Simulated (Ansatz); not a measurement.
System: MoCl (charge 0, sextet). The spin state was set by rule; other spins were not relaxed. 
Coordinates optimised at B3LYP-D3(BJ)/def2-TZVP (Ansatz, a quantum-chemistry and plane-wave program):
SMILES: [Cl][Mo]
```xyz
2

Mo     0.0000     0.0000    -0.6622
Cl     0.0000     0.0000     1.6359
```
Charge 0, spin multiplicity 6.

Basis-set convergence of Hartree-Fock and CCSD correlation energies (hartree) with Ansatz. Cores are frozen in the correlated levels unless marked. Open shells are spin-unrestricted. No spin-orbit coupling. Frozen are the shells of the preceding noble gas and the d and f shells that filled before the atom's block. In def2 rows, elements after Kr have scalar-relativistic effective core potentials.

```tsv
basis	functions	E(HF)	E(corr, CCSD)
def2-SVPD	61	-526.95969	-0.23198
def2-TZVPPD	107	-527.13259	-0.30817
def2-QZVPPD	160	-527.14654	-0.33184
```

Extrapolating the two largest sets (X = 3 and 4) as X^-3: E(corr) = (64·(-0.33184) - 27·(-0.30817))/37 = -0.3491 Eh, an estimate of the basis-set limit. The largest set recovers 95.1 % of it, the smallest 66.4 %.
